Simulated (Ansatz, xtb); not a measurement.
**Relative energy of two isomers of CH8GeSi**

We compare X, `C[SiH2][GeH3]`, a singlet, with Y, `[SiH3][CH2][GeH3]`, a singlet. Both are isolated molecules in the gas phase, relaxed with PBE0-D4/def2-SVP.

Energies in hartree; the thermal terms are from PBE0-D4/def2-SVP harmonic frequencies (ideal gas, rigid rotor, one conformer each, 298.15 K, 1 atm) and include the zero-point energy:

```
                               X            Y
E, CCSD(T)/def2-SVP  −2406.994533  −2406.985899
    E, MP2/def2-SVP  −2406.931461  −2406.924148
  E, MP2/def2-TZVPP  −2407.431189  −2407.423903
  zero-point energy      0.076879      0.075116
       H(298 K) − E      0.084662      0.082521
       G(298 K) − E      0.046015      0.044514
```

**Question.** Correct the CCSD(T) difference for the basis set by the MP2 change, then work out ΔE, ΔE₀, ΔH and ΔG for X → Y in kJ/mol (1 Eh = 2625.50 kJ/mol) and the equilibrium ratio [Y]/[X].

**Answer.** 1. Differences Y − X: CCSD(T) +0.008634, MP2 in the small set +0.007313, MP2 in the large set +0.007286 Eh.
2. ΔE = +0.008634 + (+0.007286 − (+0.007313)) = +0.008607 Eh = +22.60 kJ/mol.
3. ΔE₀ = ΔE + ΔZPE = +0.008607 + (−0.001763) Eh = +17.97 kJ/mol.
4. ΔH = ΔE + (−0.002141) Eh = +16.98 kJ/mol.
5. ΔG = ΔE + (−0.001501) Eh = +18.66 kJ/mol, so ΔS = (ΔH − ΔG)/T = −5.6 J/(mol K).
6. kT = 0.9442 mEh, so K = [Y]/[X] = exp(−ΔG/kT) = exp(−7.53) ≈ 5.4 × 10^−4.

Structure X is favoured at this temperature. An error of 4 kJ/mol in ΔG would change K by a factor of 5. Mirror images and further conformers aren't counted.

As drawn, Y has 1 C–Ge, 1 Si–H in place of 1 Ge–Si, 1 C–H.

Other levels gave ΔE = +26.4 (GFN2-xTB); +39.1 (HF/STO-3G, GFN2-xTB geometries); +28.7 (r2SCAN-D4/def2-SVP, GFN2-xTB geometries); +33.5 (PBE0-D4/def2-SVP); +20.7 (HF/def2-SVP); +19.2 (MP2/def2-SVP); +22.7 (CCSD(T)/def2-SVP) kJ/mol. The correlated steps freeze 15 core orbitals; the filled d shell of Ge is correlated, in a basis made for valence electrons. Programs: Ansatz 0.2.0, xtb 6.7.1.
